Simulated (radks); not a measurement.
The nuclear charge of the neon ion Ne+ is varied continuously with 9 electrons held in [He] 2s2 2p5. Method: scalar-relativistic Kohn-Sham, SCAN, spin-polarised, spherical densities, finite nucleus; open shells are filled with parallel spins first; meta-GGA in the generalised Kohn-Sham scheme; Fermi nuclear charge, rms radius 3.0055 fm; computed with a radial shooting solver on a logarithmic mesh with Libxc functionals. By the Hellmann-Feynman theorem dE/dZ = E(electron-nucleus)/Z, the electronic potential at the nucleus (averaged over a nucleus of fixed radius). The scalar-relativistic energy here is not variational (the density holds large components alone), so the two differ by a part that grows with Z.

Z      E (hartree)  E(electron-nucleus)/Z (hartree)  HOMO  e(HOMO) (eV)  <r> HOMO (bohr)
9.5     -113.56785                         -28.4614    2p       -20.004           0.9930
9.75    -120.80212                         -29.4103    2p       -25.536           0.9397
10      -128.27391                         -30.3585    2p       -31.525           0.8927
10.25   -135.98277                         -31.3062    2p       -37.967           0.8507
10.5    -143.92837                         -32.2536    2p       -44.857           0.8129

The central difference of E at Z = 10 is -30.361 hartree, to compare with the third column; the second derivative is -3.79 hartree.
